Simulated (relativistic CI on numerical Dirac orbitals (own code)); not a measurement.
Calculated at this level of theory: Dirac-Coulomb-Breit CI, separate exchange-only KLI orbitals for each configuration, a model potential for QED, unscaled Slater integrals (own radial code, finite nucleus).

The strongest absorption lines from the ground level of an ion, among the configurations computed and to levels below about 1870 eV (vacuum wavelength in Å, gf): 7.1463 (0.04), 7.4456 (0.047), 7.4600 (0.1), 7.4793 (0.27), 7.5519 (0.046), 7.6526 (1.4), 8.0532 (0.056), 84.830 (0.1).

Question: Which ion is it?
A. Ni XXIII
B. Ge XXVII
C. Kr XXXI
D. Zn XXV

Answer: B. Ge XXVII has 6 electrons and the ground level 2s2.2p2 3P_0; the strongest line goes to 2s2.2p.3d 3D°_1. The pattern of lines fixes the number of electrons, and along that sequence the line energies rise steadily with the charge (about as its square where n changes within one kind of shell, about linearly where n is kept but much faster in heavy ions where fine structure, which grows about as Z⁴, sets the gap, and irregularly where shells cross), which fixes Z. Configurations outside the model, such as inner-shell arrays, can give stronger lines. At this charge energies of transitions that change n are usually good to better than 1 %, and those within a shell (Δn = 0) to a few per cent.

LS names give the leading component of a level, which can be under half, so a name can repeat, a term be missing and a line seem to break the LS rules.
